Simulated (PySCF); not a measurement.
WO₂Cl₂, SMILES [O]=[W]([Cl])(=[O])[Cl], multiplicity 1. Atoms are numbered in the order given.

```xyz
5

W      0.0000     0.0000     0.2017
O      0.0000    -1.3690     1.2346
O      0.0000     1.3690     1.2346
Cl    -1.9260     0.0000    -1.0201
Cl     1.9260     0.0000    -1.0201
```
Charge 0, spin multiplicity 1.

Coordinates come from a PBE-D3(BJ)/def2-SVP optimisation. The spin state was assumed, not searched. The isomer is the one that the SMILES or the coordinates give; other isomers of the formula were not compared. The def2 effective core potentials stand for the cores of W; spin–orbit coupling is left out.

Method: TDDFT-M06-2X/def2-SVPD (PySCF).

Vertical excitations. Gas-phase values at a fixed geometry. State labels are in the subgroup C2v.

Computed UV-visible absorptions:
```tsv
state	symmetry	energy (eV)	λ (nm)	f	main pairs
S1	B1	4.82	257	0.000	HOMO→LUMO+1 81 %
S2	B2	4.91	252	0.003	HOMO→LUMO 88 %
S3	A2	5.21	238	0.000	HOMO−2→LUMO 82 %
S4	B1	5.36	231	0.027	HOMO−1→LUMO 64 %, HOMO−5→LUMO 24 %
S5	A2	5.45	227	0.000	HOMO→LUMO+2 71 %, HOMO−2→LUMO 13 %
S6	A1	5.70	217	0.001	HOMO−3→LUMO 70 %, HOMO−2→LUMO+1 14 %
S7	B2	5.74	216	0.000	HOMO−4→LUMO 90 %
S8	A2	5.99	207	0.000	HOMO−3→LUMO+1 57 %, HOMO−6→LUMO+1 21 %, HOMO−4→LUMO+2 9 %
S9	B2	6.16	201	0.005	HOMO−1→LUMO+1 52 %, HOMO→LUMO+3 13 %, HOMO−5→LUMO+1 10 %
S10	B1	6.22	199	0.015	HOMO−5→LUMO 48 %, HOMO−4→LUMO+1 18 %, HOMO−3→LUMO+2 12 %, HOMO−1→LUMO 11 %
T1	B2	4.49	276	0	HOMO→LUMO 80 %
T2	B1	4.62	268	0	HOMO→LUMO+1 84 %
T3	A1	4.97	250	0	HOMO−2→LUMO+1 33 %, HOMO−8→LUMO+1 16 %, HOMO−1→LUMO+2 15 %, HOMO−3→LUMO 13 %
T4	B1	5.02	247	0	HOMO−1→LUMO 90 %
```
Triplets are in the Tamm–Dancoff approximation, which puts them higher than full response would, so one can lie above its singlet here.
